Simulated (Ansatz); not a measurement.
Geometry optimisation of the cluster Zn3S3.

```yaml
crystal:
  periodic: [false, false, false]
  atoms:
    - {symbol: Zn, position_ang: [-0.698540, -0.563620, 0.905050]}
    - {symbol: Zn, position_ang: [0.697040, 1.803450, 0.389910]}
    - {symbol: Zn, position_ang: [-1.032470, -2.764220, -0.696820]}
    - {symbol: S, position_ang: [-0.460730, 1.187340, 2.218640]}
    - {symbol: S, position_ang: [0.213290, -0.708830, -1.189390]}
    - {symbol: S, position_ang: [1.281410, 1.045880, -1.627390]}
basis:
  gaussian: {orbitals: def2-SVP}
hamiltonian: {xc: pbe0, dispersion: d4}
scf: {lower_state_search: "off"}
output: {orbitals: {seedname: orbitals}}
relax: {f_tol: 0.02, max_steps: 100}
```

```sh
$ ansatz run in.yaml --threads 4 --pin off --events-out ev --progress --plain --max-ram 8704MiB
```

Shortened log:

```
Functional definition: PBE0
mean field -177705.84061554 eV, -6530.5691892762 hartree, gradient 9.1e-7 eV, S^2 0.000000; 0 other end points of the search recorded, 0 dependent functions left out
relax step   1: F+E_penalty+E_count = -177706.13913435 eV  Δ(F+E_penalty+E_count) = +0.000e0 eV  max|allowed force component| = 1.064e0 eV/Å  Δτ_max = 0.0000 Å  (20 SCF iters, accepted)
mean field -177705.97400152 eV, -6530.5740911206 hartree, gradient 1.0e-6 eV, S^2 0.000000; 0 other end points of the search recorded, 0 dependent functions left out
relax step   2: F+E_penalty+E_count = -177706.27308091 eV  Δ(F+E_penalty+E_count) = -1.339e-1 eV  max|allowed force component| = 4.129e-1 eV/Å  Δτ_max = 0.1203 Å  (25 SCF iters, accepted)
mean field -177706.02426599 eV, -6530.5759383058 hartree, gradient 9.9e-7 eV, S^2 0.000000; 0 other end points of the search recorded, 0 dependent functions left out
relax step   3: F+E_penalty+E_count = -177706.32344856 eV  Δ(F+E_penalty+E_count) = -5.037e-2 eV  max|allowed force component| = 2.084e-1 eV/Å  Δτ_max = 0.1399 Å  (25 SCF iters, accepted)
mean field -177706.03917622 eV, -6530.5764862463 hartree, gradient 1.3e-6 eV, S^2 0.000000; 0 other end points of the search recorded, 0 dependent functions left out
relax step   4: F+E_penalty+E_count = -177706.33602465 eV  Δ(F+E_penalty+E_count) = -1.258e-2 eV  max|allowed force component| = 1.737e-1 eV/Å  Δτ_max = 0.1426 Å  (25 SCF iters, accepted)
mean field -177706.05102332 eV, -6530.5769216192 hartree, gradient 9.9e-7 eV, S^2 0.000000; 0 other end points of the search recorded, 0 dependent functions left out
relax step   5: F+E_penalty+E_count = -177706.34758294 eV  Δ(F+E_penalty+E_count) = -1.156e-2 eV  max|allowed force component| = 4.813e-2 eV/Å  Δτ_max = 0.0499 Å  (25 SCF iters, accepted)
mean field -177706.05895894 eV, -6530.5772132479 hartree, gradient 1.0e-6 eV, S^2 0.000000; 0 other end points of the search recorded, 0 dependent functions left out
relax step   6: F+E_penalty+E_count = -177706.35525937 eV  Δ(F+E_penalty+E_count) = -7.676e-3 eV  max|allowed force component| = 9.341e-2 eV/Å  Δτ_max = 0.1217 Å  (25 SCF iters, accepted)
mean field -177706.06177502 eV, -6530.5773167370 hartree, gradient 9.7e-7 eV, S^2 0.000000; 0 other end points of the search recorded, 0 dependent functions left out
relax step   7: F+E_penalty+E_count = -177706.36907607 eV  Δ(F+E_penalty+E_count) = -1.382e-2 eV  max|allowed force component| = 2.454e-1 eV/Å  Δτ_max = 0.1951 Å  (25 SCF iters, accepted)
mean field -177706.05724583 eV, -6530.5771502922 hartree, gradient 2.9e-6 eV, S^2 0.000000; 0 other end points of the search recorded, 0 dependent functions left out
relax step   8: F+E_penalty+E_count = -177706.37674148 eV  Δ(F+E_penalty+E_count) = -7.665e-3 eV  max|allowed force component| = 2.366e-1 eV/Å  Δτ_max = 0.1998 Å  (24 SCF iters, accepted)
mean field -177706.06386179 eV, -6530.5773934245 hartree, gradient 8.0e-6 eV, S^2 0.000000; 0 other end points of the search recorded, 0 dependent functions left out
relax step   9: F+E_penalty+E_count = -177706.38213045 eV  Δ(F+E_penalty+E_count) = -5.389e-3 eV  max|allowed force component| = 1.781e-1 eV/Å  Δτ_max = 0.0293 Å  (21 SCF iters, accepted)
mean field -177706.06793952 eV, -6530.5775432781 hartree, gradient 7.9e-6 eV, S^2 0.000000; 0 other end points of the search recorded, 0 dependent functions left out
relax step  10: F+E_penalty+E_count = -177706.38318710 eV  Δ(F+E_penalty+E_count) = -1.057e-3 eV  max|allowed force component| = 1.455e-1 eV/Å  Δτ_max = 0.0636 Å  (21 SCF iters, accepted)
mean field -177706.07959984 eV, -6530.5779717873 hartree, gradient 7.1e-6 eV, S^2 0.000000; 0 other end points of the search recorded, 0 dependent functions left out
relax step  11: F+E_penalty+E_count = -177706.39055162 eV  Δ(F+E_penalty+E_count) = -7.365e-3 eV  max|allowed force component| = 6.036e-2 eV/Å  Δτ_max = 0.0795 Å  (21 SCF iters, accepted)
mean field -177706.08109701 eV, -6530.5780268072 hartree, gradient 7.0e-6 eV, S^2 0.000000; 0 other end points of the search recorded, 0 dependent functions left out
relax step  12: F+E_penalty+E_count = -177706.39227032 eV  Δ(F+E_penalty+E_count) = -1.719e-3 eV  max|allowed force component| = 2.182e-2 eV/Å  Δτ_max = 0.0721 Å  (21 SCF iters, accepted)
mean field -177706.08210522 eV, -6530.5780638580 hartree, gradient 6.7e-6 eV, S^2 0.000000; 0 other end points of the search recorded, 0 dependent functions left out
relax step  13: F+E_penalty+E_count = -177706.39285754 eV  Δ(F+E_penalty+E_count) = -5.872e-4 eV  max|allowed force component| = 9.218e-3 eV/Å  Δτ_max = 0.0467 Å  (21 SCF iters, accepted)
mean field -177706.08226261 eV, -6530.5780696420 hartree, gradient 6.6e-6 eV, S^2 0.000000; 0 other end points of the search recorded, 0 dependent functions left out
relax step  14: F+E_penalty+E_count = -177706.39294314 eV  Δ(F+E_penalty+E_count) = -8.559e-5 eV  max|allowed force component| = 1.531e-2 eV/Å  Δτ_max = 0.0404 Å  (21 SCF iters, accepted)
Total energy: -177706.39298382 eV, -6530.5894884360 hartree
Atom 0 at    -0.454804    -0.637115     0.302930 Å, force     0.003161    -0.003433    -0.012500 eV/Å
Atom 1 at     0.623374     1.766016     0.517353 Å, force     0.001362    -0.000145    -0.004855 eV/Å
Atom 2 at    -1.600597    -2.939545     0.329794 Å, force    -0.001055    -0.003129    -0.000760 eV/Å
Atom 3 at    -0.586321     0.751519     2.024067 Å, force    -0.000328     0.002120     0.004985 eV/Å
Atom 4 at     0.569308    -0.451945    -1.675467 Å, force    -0.006508     0.000683     0.015311 eV/Å
Atom 5 at     1.449039     1.511070    -1.498676 Å, force     0.003368     0.003902    -0.002180 eV/Å
Dipole moment:    -0.558039    -0.754235     0.397602 e Å
Checks for a lower state left out: stability, starts, cluster_reference, orbital_swaps, neighbouring_geometries, increment
```

Hardware: 4 threads of Intel Xeon Platinum 8259CL on a shared host. Wall time 60 s.

Another isomer (singlet) lies 2.60 eV lower at PBE0-D4/def2-TZVP; other spin states weren't run for this one.
